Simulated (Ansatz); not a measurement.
Ansatz results at the PBE0-D4/def2-TZVP geometry: LUMO energy (B3LYP/def2-TZVPP) -3.53 eV; HOMO energy (ωB97M-V/def2-TZVPP) -10.52 eV; LUMO energy (ωB97M-V/def2-TZVPP) -1.09 eV.

Each molecule was computed in one conformer, which needn't be the lowest.

Question: Which molecule gave them?
A. `[F][Ti]([F])([SH])[Cl]`
B. `[OH][Ti]([SH])([Cl])[Cl]`
C. `[Br][Ti]([Br])([Br])[Br]`
D. `C[NH][Ti]([OH])([Cl])[O]C`

Answer: A. The others give `C[NH][Ti]([OH])([Cl])[O]C`: -1.62, -9.25, 0.84; `[Br][Ti]([Br])([Br])[Br]`: -3.90, -10.87, -1.70; `[OH][Ti]([SH])([Cl])[Cl]`: -3.14, -10.07, -0.75.

B3LYP here is the variant with VWN-RPA as its local correlation; programs differ in this.
